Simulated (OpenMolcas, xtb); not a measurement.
## A ladder of methods for Si2NH6Cl (SMILES N[SiH]([SiH3])Cl)

Si2NH6Cl: 10 atoms, total charge 0, spin state singlet. SMILES: `N[SiH]([SiH3])Cl`. The coordinates come from a PBE0-D4/def2-TZVP relaxation. This is one conformer, not always the lowest.

Quantity: the HOMO–LUMO gap, in eV. The values are calculated.

```json
{"level": "GFN2-xTB", "kind": "semi-empirical", "program": "xtb", "value (eV)": "4.44"}
{"level": "HF/6-31G* (spherical functions)", "kind": "Hartree–Fock", "program": "OpenMolcas", "value (eV)": "14.10"}
{"level": "SVWN5/6-31G* (spherical functions)", "kind": "LDA", "program": "OpenMolcas", "value (eV)": "5.70"}
{"level": "PBE/6-31G* (spherical functions)", "kind": "GGA", "program": "OpenMolcas", "value (eV)": "5.74"}
{"level": "revPBE/6-31G* (spherical functions)", "kind": "GGA", "program": "OpenMolcas", "value (eV)": "5.78"}
{"level": "M06-L/6-31G* (spherical functions)", "kind": "meta-GGA", "program": "OpenMolcas", "value (eV)": "6.45"}
{"level": "r2SCAN/6-31G* (spherical functions)", "kind": "meta-GGA", "program": "OpenMolcas", "value (eV)": "6.40"}
{"level": "M06-2X/6-31G* (spherical functions)", "kind": "hybrid meta-GGA", "program": "OpenMolcas", "value (eV)": "9.92"}
{"level": "B2PLYP/6-31G* (spherical functions)", "kind": "double hybrid", "program": "OpenMolcas", "value (eV)": "10.30"}
```

The values span 4.44 to 14.10 eV. Orbital gaps aren't excitation energies, and those of double hybrids come from the SCF part alone; they tend to grow with the share of exact exchange.
